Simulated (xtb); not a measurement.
Ga(H)(SeH)2 (GaH3Se2), SMILES [SeH][GaH][SeH]. All values are semi-empirical tight-binding results from xtb (GFN2-xTB unless named), good for trends rather than for accurate numbers. The structure is a stationary point at GFN2-xTB. The structure was generated by enumeration; whether it is a known compound was not checked. The values are those of a single conformer.

Optimised geometry:

Bonds (Å): Ga1–H2 1.573, Ga1–Se3 2.349, Ga1–Se5 2.348, Se3–H4 1.448, Se5–H6 1.447. Bond angles (°): H2–Ga1–Se3 119.1, H2–Ga1–Se5 119.2, Se3–Ga1–Se5 121.7, Ga1–Se3–H4 91.8, Ga1–Se5–H6 91.5.

For metal compounds this method's bond lengths and energies can be far off.

```
Quantity                                      Result
-------------------------------------  -------------
point group as xtb finds it                       C2
orbital gap                                  3.54 eV
zero-point energy                      11.6 kcal/mol
G − E(el) at 298.15 K (modified RRHO)  -9.2 kcal/mol
```

Computed atomic charges and the Wiberg bond orders between heavy atoms:
charges (e) Ga1 0.14, H2 -0.06, Se3 -0.21, H4 0.17, Se5 -0.21, H6 0.17. Bond orders Ga1–Se3 1.10, Ga1–Se5 1.10.
